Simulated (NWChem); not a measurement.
# C2H3NO2Si; SMILES O=C1C=N[SiH2]O1

```xyz
9

O     -0.2147     2.2922     0.0000
C     -0.0729     1.1081     0.0000
C      1.2644     0.3701     0.0000
N      1.2673    -0.9007     0.0000
Si    -0.4418    -1.3810     0.0000
O     -1.0788     0.2068     0.0000
H      2.1805     0.9830     0.0000
H     -0.8334    -2.1034     1.2330
H     -0.8334    -2.1034    -1.2330
```
Atoms are numbered in this order, from 1.

Results from NWChem. Medium grid unless said otherwise, to which SCAN and Minnesota functionals are sensitive. The geometry was optimised at PBE0/def2-SVP.

Among these, which level gives the highest value of “orbital gap (eV)”?
A. PBE/def2-SVP
B. CAM-B3LYP/def2-SVP
C. Hartree-Fock/def2-SVP
D. PW6B95/def2-SVP

C, Hartree-Fock/def2-SVP. Values: PBE/def2-SVP 2.85; PW6B95/def2-SVP 5.69; CAM-B3LYP/def2-SVP 8.11; Hartree-Fock/def2-SVP 13.48
